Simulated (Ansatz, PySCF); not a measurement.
FLi, triplet, at the geometry of the source list (a higher spin typed on purpose: for a closed-shell molecule this is an excited state). Base run: R2SCAN/cc-pVDZ (PySCF).

Geometry (Å):
```xyz
2

Li    -0.4064    -0.3351    -0.5490
F      0.4064     0.3351     0.5490
```
Charge 0, spin multiplicity 3.
Orbitals are unrestricted.
All else is at PySCF's defaults.

The same geometry, method and basis name were run in Ansatz (a quantum-chemistry and plane-wave program) and PySCF, at each program's defaults and at the settings that a row names. The base is PySCF at its defaults. Differences at the defaults can come from grids, fitting, cores and function types together.

```json
[
 {"code and settings": "PySCF, defaults (exact integrals, its default grid, spherical functions)", "ΔE vs base (mEh)": "0.000", "basis functions": "28", "E (Eh)": "-107.13473", "SCF cycles": "16", "dipole (D)": "2.89"},
 {"code and settings": "Ansatz, defaults (factorised integrals, its default grid, spherical functions)", "ΔE vs base (mEh)": "-0.067", "basis functions": "28", "E (Eh)": "-107.13480", "SCF cycles": "-", "dipole (D)": "-"},
 {"code and settings": "PySCF, density fitting with def2-universal-jkfit", "ΔE vs base (mEh)": "-0.025", "basis functions": "28", "E (Eh)": "-107.13475", "SCF cycles": "16", "dipole (D)": "2.89"},
 {"code and settings": "PySCF, fine grid", "ΔE vs base (mEh)": "0.027", "basis functions": "28", "E (Eh)": "-107.13470", "SCF cycles": "7", "dipole (D)": "2.89"},
 {"code and settings": "Ansatz, high accuracy", "ΔE vs base (mEh)": "-0.066", "basis functions": "28", "E (Eh)": "-107.13479", "SCF cycles": "-", "dipole (D)": "-"}
]
```

Open shells are given as the SCF converged; they aren't shown to be the lowest states, and a large step between rows can be another state.
